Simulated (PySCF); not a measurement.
C₃H₅ClF₂, SMILES CC(F)(F)CCl. Geometry optimised at PBE-D3(BJ)/def2-SVP. The values are those of a single conformer.

Computed equilibrium geometry at PBE-D3(BJ)/def2-SVP (PySCF confirms it by a frequency run) as a Z-matrix (one conformer of several):
```
C
F 1 1.3729
F 1 1.3835 2 106.65
C 1 1.5123 2 109.49 3 -118.49
H 4 1.1054 1 109.80 2 -63.62
H 4 1.1062 5 109.52 1 -119.35
H 4 1.1064 5 109.19 6 -119.58
C 1 1.5310 2 108.83 3 112.98
H 8 1.1061 1 109.55 2 -173.10
H 8 1.1064 9 109.41 1 -118.38
Cl 8 1.7911 9 108.45 10 -118.16
```
